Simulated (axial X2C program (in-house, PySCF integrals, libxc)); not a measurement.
Results of a calculation; reference values are marked as such.
# DyF: input and output of an open-shell CI run

Program: an axial X2C code built on PySCF integrals.

Input and command:
```json
{"zs": [66, 9], "q": 0, "bas": ["dyall-v3z", "dyall-av3z"], "r0": 2.16, "metal": 0, "shells": [[3, [0, 1, 2, 3], 9], [0, [0], 2]], "fix": 0, "emax": 2.2, "nroots": 4}
```
```bash
python soci.py task.json out
```

Keys: zs atomic numbers; q charge; bas basis sets; r0 starting distance in Å; metal index of the metal atom; shells open shells as [l, |m| values, electrons]; fix electron count of the first shell held; emax energy window in eV; nroots roots for each Ω.

Output at R = 1.975 Å:

```
average of configuration f9 s2
basis functions 232  fitting functions 1166
iter      average energy  largest gradient
   1     -12245.414765671   1.44e+01
   2     -12247.862124516   6.86e+00
   3     -12248.295847475   8.49e-01
   4     -12248.339529721   4.56e-01
   5     -12248.345435579   6.91e-02
   6     -12248.345917263   6.09e-02
   7     -12248.346115417   9.53e-03
   8     -12248.346127648   3.49e-03
   9     -12248.346129595   1.22e-03
  10     -12248.346129966   3.35e-04
  11     -12248.346130029   1.95e-04
  12     -12248.346130042   1.69e-05
converged
CI levels
2*Omega        energy/Eh    cm-1   g(par)  dipole/D  leading shell counts
   15    -12248.65552667        0  19.915   -1.995  {'9 2': 1.0}
   13    -12248.65331512      485  17.012   -1.988  {'9 2': 1.0}
   11    -12248.65133313      920  14.213   -1.977  {'9 2': 1.0}
    9    -12248.64981047     1255  11.575   -1.968  {'9 2': 1.0}
    7    -12248.64887072     1461   9.057   -1.965  {'9 2': 1.0}
    5    -12248.64843734     1556   6.544   -1.968  {'9 2': 1.0}
    3    -12248.64830469     1585   3.968   -1.973  {'9 2': 1.0}
    1    -12248.64828676     1589   1.330   -1.977  {'9 2': 1.0}
   13    -12248.63952442     3512  16.866   -1.988  {'9 2': 1.0}
   11    -12248.63776326     3899  13.800   -1.976  {'9 2': 1.0}
    9    -12248.63648612     4179  11.044   -1.976  {'9 2': 1.0}
    7    -12248.63545373     4406   8.478   -1.975  {'9 2': 1.0}
    5    -12248.63459938     4593   6.057   -1.972  {'9 2': 1.0}
    3    -12248.63402100     4720   3.678   -1.969  {'9 2': 1.0}
    1    -12248.63374996     4779   1.239   -1.969  {'9 2': 1.0}
   11    -12248.62784601     6075  13.875   -1.977  {'9 2': 1.0}
    9    -12248.62696512     6269  10.567   -1.977  {'9 2': 1.0}
    7    -12248.62598915     6483   7.814   -1.978  {'9 2': 1.0}
    5    -12248.62494555     6712   5.401   -1.977  {'9 2': 1.0}
    3    -12248.62397405     6925   3.213   -1.971  {'9 2': 1.0}
    1    -12248.62338822     7054   1.084   -1.965  {'9 2': 1.0}
    9    -12248.61897926     8021  10.743   -1.972  {'9 2': 1.0}
    7    -12248.61868374     8086   7.130   -1.979  {'9 2': 1.0}
    5    -12248.61766155     8310   4.536   -1.979  {'9 2': 1.0}
    3    -12248.61643118     8580   2.774   -1.974  {'9 2': 1.0}
    1    -12248.61554938     8774   0.959   -1.964  {'9 2': 1.0}
   11    -12248.60558398    10961  15.939   -1.970  {'9 2': 1.0}
```

Dipoles in the output refer to the first atom as origin.

Dynamic correlation is missing, so gaps between terms are too wide and other configurations may lie lower; the lowest level listed is that of this model, not necessarily the ground state. At most 4 roots were kept for each Ω > 0 (twice that for Ω = 0) within 2.2 eV of the lowest, so higher up levels can be missing between those listed; levels with Ω > 0 are doubly degenerate and listed once, Ω = 0 levels singly.
